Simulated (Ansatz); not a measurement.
Si₂₄AsH₃₄⁻, relaxed as a singlet with RKS r2SCAN-D4/def2-SVP in Ansatz, starting from a model built from a lattice or polyhedron. Force threshold 0.03 eV/Å.

Single mean-field runs in def2-SVP are fitted with def2-universal-jkfit.

Start:

Cartesian coordinates in Å:
```
Si -2.7207 -0.8285 -0.7131
Si -1.6167 3.0712 -4.3310
Si -0.8332 -3.8782 0.6515
Si 0.2765 0.0471 -2.9382
Si -2.2719 -1.2597 3.0735
Si -1.1490 2.6654 -0.5124
Si -0.3762 -4.2983 4.4426
Si 2.6583 -3.4236 2.2103
Si 1.1729 -0.8130 4.6168
Si 3.7523 0.4861 -1.3793
Si 2.3221 3.1341 1.0717
Si 1.8779 3.5533 -2.7318
Si -2.3251 -3.1134 -1.0227
Si -3.7434 -0.4950 1.4058
Si -1.8430 -3.5359 2.7714
Si -1.1890 0.7874 -4.6115
Si -2.5969 3.4202 -2.2022
As -0.7139 0.3563 -0.8350
Si 0.3876 4.3098 -4.4246
Si 1.1600 -2.6670 0.5506
Si 2.2909 1.2302 -3.0438
Si -0.2519 -0.0617 2.9509
Si 0.8716 3.8465 -0.6222
Si 1.6660 -3.0986 4.3359
Si 2.7671 0.8142 0.7215
H -3.6400 -0.3719 -1.7231
H -2.5282 3.5575 -5.3547
H -0.5959 -5.2880 0.4907
H 0.5529 -1.3769 -3.1110
H -2.8672 -1.0408 4.3696
H -1.7546 2.8746 0.7870
H -0.0945 -5.7385 4.2780
H -0.9837 -4.1040 5.7621
H 2.9029 -4.8206 2.0334
H 3.8952 -2.6743 2.1388
H 0.5894 -0.6013 5.9607
H 2.4645 -0.0496 4.5943
H 4.0199 -0.9122 -1.5679
H 4.9931 1.2230 -1.4371
H 1.7063 3.3370 2.3420
H 3.5505 3.8508 1.0144
H 3.1342 4.2537 -2.8079
H -3.5459 -3.8859 -0.9535
H -1.6956 -3.3233 -2.3281
H -4.9681 -1.2447 1.4640
H -4.0052 0.9009 1.5853
H -3.0919 -4.2868 2.8551
H -2.4248 0.0625 -4.5284
H -0.5813 0.5905 -5.9076
H -3.8544 2.6646 -2.1154
H -2.8877 4.8287 -1.9928
H 0.9995 4.0923 -5.7517
H 0.1154 5.6644 -4.2301
H 1.8002 -2.8850 -0.7539
H 2.9023 1.0367 -4.3669
H -0.4836 1.3623 3.1490
H 0.5919 5.2742 -0.4554
H 2.5505 -3.5516 5.3694
H 3.6617 0.3330 1.7569
```

Estimate the energy that the relaxation releases and the steps that it takes.

4.49 eV, in 21 steps; 99 s on 4 threads of AMD EPYC 7R13 on a shared host and a share (37 GiB) of an NVIDIA H100 80GB HBM3. No frequencies were taken in this run, so the end may be a saddle point.

Does the start keep its bonding and symmetry?

Bonds formed: Si20–Si22 (atoms count from 1).

Predict the relaxed structure.


```xyz
59

Si   -2.986   -0.831   -0.826
Si   -1.578    3.070   -4.308
Si   -0.769   -3.618    0.610
Si    0.106   -0.046   -2.869
Si   -2.104   -1.165    2.896
Si   -1.301    2.549   -0.527
Si   -0.241   -4.169    4.363
Si    2.628   -3.218    2.089
Si    1.261   -0.704    4.436
Si    3.699    0.325   -1.047
Si    2.323    2.805    1.241
Si    1.822    3.301   -2.512
Si   -2.389   -3.100   -1.026
Si   -3.780   -0.516    1.368
Si   -1.800   -3.492    2.722
Si   -1.213    0.771   -4.630
Si   -2.655    3.403   -2.245
As   -0.883    0.236   -0.747
Si    0.501    4.169   -4.253
Si    0.996   -2.001    0.895
Si    2.218    0.995   -2.772
Si    0.125   -0.398    2.390
Si    0.809    3.590   -0.407
Si    1.803   -2.984    4.277
Si    2.967    0.524    1.196
H    -3.959   -0.382   -1.879
H    -2.424    3.619   -5.425
H    -0.281   -5.014    0.332
H     0.256   -1.533   -3.018
H    -2.583   -0.788    4.272
H    -2.029    2.676    0.779
H     0.035   -5.639    4.206
H    -0.852   -3.996    5.726
H     2.609   -4.669    1.696
H     4.037   -2.734    1.950
H     0.333   -0.488    5.600
H     2.463    0.164    4.654
H     4.052   -1.102   -1.384
H     4.924    1.116   -1.439
H     1.672    3.163    2.553
H     3.425    3.824    1.079
H     3.141    4.023   -2.520
H    -3.622   -3.946   -0.874
H    -1.858   -3.364   -2.406
H    -5.042   -1.312    1.554
H    -4.152    0.925    1.569
H    -3.050   -4.314    2.874
H    -2.530    0.050   -4.672
H    -0.544    0.555   -5.959
H    -3.984    2.705   -2.246
H    -2.923    4.870   -2.057
H     1.181    3.995   -5.581
H     0.267    5.642   -4.070
H     1.465   -1.637   -0.475
H     2.835    0.777   -4.130
H     0.004    1.044    2.021
H     0.527    5.059   -0.221
H     2.700   -3.512    5.363
H     4.350    0.728    1.811
```
Bond lengths: 29 × Si–Si 2.35 to 2.41 Å; 3 × As–Si 2.36 Å; 34 × H–Si 1.49 to 1.53 Å.
